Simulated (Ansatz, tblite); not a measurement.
Removing and adding an electron: Hf2O9H10, a hydroxylated oxide cluster. The state is a singlet with charge 0. Geometry: PBE-D4/def2-SVP. Ansatz, gas phase; energy differences of separate SCF runs; the oxidised species was run as a doublet alone; the reduced species was run as a doublet alone.

```xyz
21

Hf   -0.075   -0.351    1.472
Hf   -0.146    0.596   -1.631
O     0.837   -2.486    1.213
O    -1.631   -0.652    2.599
O     1.428   -0.086    2.718
O    -1.864    1.641   -1.605
O    -1.076   -0.973   -0.338
O     1.257    1.968   -1.947
O     1.326   -0.436   -0.302
O    -0.178   -0.347   -3.330
O    -0.321    1.495    0.609
H     1.286   -2.125    0.392
H     1.555   -2.549    1.874
H    -2.369   -0.855    3.186
H     2.147    0.220    3.284
H    -2.401    1.900   -2.372
H    -2.040   -1.094   -0.367
H     1.396    2.810   -1.485
H     2.141    0.100   -0.273
H    -0.103   -0.747   -4.204
H    -1.169    1.972    0.507
```

In the def2 sets Hf takes a core potential; there is no spin–orbit coupling. The xTB rows come from tblite. Correlated methods freeze 9 core orbitals; core or outer-core shells of Hf are correlated, in sets that lack core-valence functions. Single mean-field runs in def2-TZVP are fitted with def2-universal-jkfit.

```json
{"level": "GFN2-xTB", "−HOMO (eV)": "10.38", "vertical IE (eV)": "12.97", "−LUMO (eV)": "6.40", "vertical EA (eV)": "4.18", "HOMO–LUMO gap (eV)": "3.98", "IE − EA (eV)": "8.79", "remarks": "–"}
{"level": "PBE-D4/def2-TZVP", "−HOMO (eV)": "6.06", "vertical IE (eV)": "–", "−LUMO (eV)": "0.93", "vertical EA (eV)": "-0.70", "HOMO–LUMO gap (eV)": "5.12", "IE − EA (eV)": "–", "remarks": "HOMO above zero (-1 doublet)"}
{"level": "PBE0-D4/def2-TZVP", "−HOMO (eV)": "7.69", "vertical IE (eV)": "9.51", "−LUMO (eV)": "0.14", "vertical EA (eV)": "-1.01", "HOMO–LUMO gap (eV)": "7.55", "IE − EA (eV)": "10.52", "remarks": "HOMO above zero (-1 doublet)"}
```

(1) Estimate the rows for GFN1-xTB, PBE-QIDH/def2-TZVP.

Results:

(1) 
```tsv
level	−HOMO (eV)	vertical IE (eV)	−LUMO (eV)	vertical EA (eV)	HOMO–LUMO gap (eV)	IE − EA (eV)	remarks
GFN1-xTB	11.51	14.19	7.71	4.86	3.80	9.33	–
PBE-QIDH/def2-TZVP	–	10.22	–	-1.28	–	11.51	test for broken spin undecided (singlet)
```

Relaxing the reduced species (PBE-D4/def2-SVP) changes its energy by -0.65 eV at PBE-D4/def2-TZVP, so the adiabatic electron affinity to this nearest minimum is -0.05 eV. At PBE0-D4/def2-TZVP it is -0.19 eV. The highest occupied level of the relaxed charge -1 doublet lies above zero (up to 1.26 eV). Energy differences put its binding near zero (-0.05 eV; each at its own geometry, to the charge 0 singlet, at PBE-D4/def2-TZVP), which leaves it undecided.  Run but left out: PBE-D4/def2-TZVP (charge +1 doublet: an occupied level 0.07 eV above an empty one).   A HOMO above zero means that the electron is unbound at that level or that self-interaction error raises the level; the energy of removing that electron tells which. Raw xTB energy differences between charge states are shifted by several eV; the methods need an empirical correction for them. Sets without diffuse functions give affinities that are too small. A negative affinity means that the extra electron isn't bound; its size then hangs on the basis.
